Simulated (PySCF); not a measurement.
Some computed properties have been withheld. Give your best values.

C₄H₅F₃O.
Structure used (GFN2-xTB), in Å, numbered top down from 1:
```
atom  x, y, z in Å
C1     2.4673   -0.3368   -0.3693
O2     1.2860    0.4108   -0.6286
C3     0.1594    0.0173   -0.0553
F4     0.2709   -1.0763    0.7241
C5    -1.0151    0.6234   -0.2077
C6    -2.2642    0.1527    0.4523
F7    -2.7997    1.1282    1.2345
F8    -3.2236   -0.1347   -0.4683
H9     3.2536    0.1596   -0.9321
H10    2.3613   -1.3696   -0.7094
H11    2.7108   -0.3296    0.6957
H12   -1.0872    1.4958   -0.8329
H13   -2.1239   -0.7403    1.0793
```

```json
{"property": "point group of the GFN2-xTB geometry", "level": "GFN2-xTB", "value": "?"}
{"property": "rotational constants A, B, C of the GFN2-xTB geometry", "level": "GFN2-xTB", "value": "5.209, 0.920, 0.912 GHz"}
{"property": "dipole moment", "level": "PBE0/def2-SVPD", "value": "4.38 D"}
{"property": "HOMO energy", "level": "PBE0/def2-SVPD", "value": "-7.33 eV"}
{"property": "LUMO energy", "level": "PBE0/def2-SVPD", "value": "0.10 eV"}
{"property": "lowest singlet excitation", "level": "TDDFT PBE0/def2-SVPD", "value": "?"}
{"property": "strongest line among the 6 lowest singlet transitions", "level": "TDDFT PBE0/def2-SVPD", "value": "S2 at 6.99 eV (177 nm, f = 0.532)"}
{"property": "lowest triplet excitation (Tamm–Dancoff)", "level": "TDA PBE0/def2-SVPD", "value": "4.39 eV"}
{"property": "static isotropic polarisability", "level": "PBE0/def2-SVPD", "value": "58.8 au"}
{"property": "electronic spatial extent ⟨r²⟩ about the centre of nuclear charge", "level": "PBE0/def2-SVPD", "value": "1226 bohr²"}
{"property": "13C chemical shifts (computed TMS as zero) by class", "level": "GIAO PBE0/pcSseg-1", "value": "?"}
{"property": "1H chemical shifts (computed TMS as zero) by class", "level": "GIAO PBE0/pcSseg-1", "value": "?"}
{"property": "isotropic shieldings of nuclei other than C and H, by class", "level": "GIAO PBE0/pcSseg-1", "value": "231 (O2), 273 (F4), 295 (F7/F8) ppm"}
```

Electronic properties: PySCF, gas phase, density fitting.

(1) The point group of the GFN2-xTB geometry?

(2) Give the lowest singlet excitation.

(3) Give the 1H chemical shifts (computed TMS as zero) by class.

(4) The 13C chemical shifts (computed TMS as zero) by class?

Results:

(1) Cs.

(2) 6.44 eV (193 nm, f = 0.021).

(3) 6.78 (H13), 4.52 (H12), 3.97 (H9/H10/H11) ppm.

(4) 171.3 (C3), 118.7 (C6), 82.2 (C5), 55.2 (C1) ppm.

The dipole equals about 14.6 × 10⁻³⁰ C·m (1 D = 3.33564 × 10⁻³⁰ C·m). The rotational constants make it an asymmetric top with κ = (2B − A − C)/(A − C) = -1.00, nearer the prolate limit (−1). The 6 singlets span 6.44 to 8.33 eV, and their oscillator strengths add up to 0.56.

One conformer stands for the species.
